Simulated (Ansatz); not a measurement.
Species: LaCl2, charge 0, doublet. LaCl2 (parent SMILES [Cl][La][Cl], doublet).
B3LYP-D3(BJ)/def2-TZVP minimum from Ansatz (a program for electronic structure):
```
La
Cl 1 2.5998
Cl 1 2.5998 2 115.85
```
Charge 0, spin multiplicity 2.

Wanted: atomisation energy (electronic, to ground-state atoms), in kcal/mol. Radicals and triplets start from unrestricted determinants; spin-orbit coupling is neglected. Cores are frozen in correlated methods (noble-gas shells, and filled d and f shells in the p block). Past Kr the def2 sets carry scalar-relativistic core potentials. CBS(X,Y): correlation extrapolated as X^-3, Hartree-Fock from the larger set. A bracket is a step between two methods taken in the basis named. Where a partner has so few electrons that a lower coupled-cluster level is exact, that level stands in. The determinant of La ([La], doublet) is a saddle point of the SCF energy; a lower one exists, which strains HF and MP2. The spin of Cl2La (parent SMILES [Cl][La][Cl], doublet) was assumed, and the state is the lowest solution found for it.

CCSD(T)/CBS(def2-TZVPP,def2-QZVPP) + [CCSDT(Q) - CCSD(T)]/def2-SVP (Ansatz) gives 239.4 kcal/mol.

Q: What does PBE/def2-TZVPD (Ansatz) give here, and how do the other levels compare?

A: PBE gives 239.6 kcal/mol, 0.2 kcal/mol above it. Differences of the others: r2SCAN/def2-TZVPD (Ansatz) 0.3; wB97M-V/def2-TZVPD (Ansatz) -0.7; B2PLYP/def2-TZVPD (Ansatz) -5.0; CCSD(T)/CBS(def2-TZVPP,def2-QZVPP) (Ansatz) 0.2 kcal/mol.
